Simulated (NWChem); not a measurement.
Molecule: CHBr2F; SMILES C(Br)(Br)F

```xyz
5

F      1.8734    -0.1998     0.0000
C      0.6885     0.4300     0.0000
Br    -0.3095    -0.0227    -1.6209
Br    -0.3095    -0.0227     1.6209
H      0.8253     1.5274     0.0000
```
Atoms are numbered in this order, from 1.

Level: PBE-D3(BJ)/def2-SVP (NWChem), optimised geometry, unscaled harmonic frequencies. This build's default masses of Se (78.918 u) and Br (79.917 u) are each other's, which moves their modes by up to 0.6 %.

Task: List the harmonic frequencies with IR intensities, and the thermochemistry.

Result: 
```csv
frequency (cm⁻¹),IR intensity (km/mol)
162,0.0
284,1.0
347,0.8
603,25.1
655,213.0
1116,189.0
1124,76.1
1266,16.7
3070,1.8
```

| Item | Value |
|---|---|
| zero-point energy | 12.3 kcal/mol |
| thermal correction to the enthalpy at 298.15 K (with zero-point energy) | 15.8 kcal/mol |
| heat capacity Cv | 13.8 cal/(mol K) |
| entropy at 298.15 K and 1 atm (symmetry number 1) | 76.1 cal/(mol K) |
| dipole moment | 1.11 D |

Rigid rotor and harmonic oscillator.
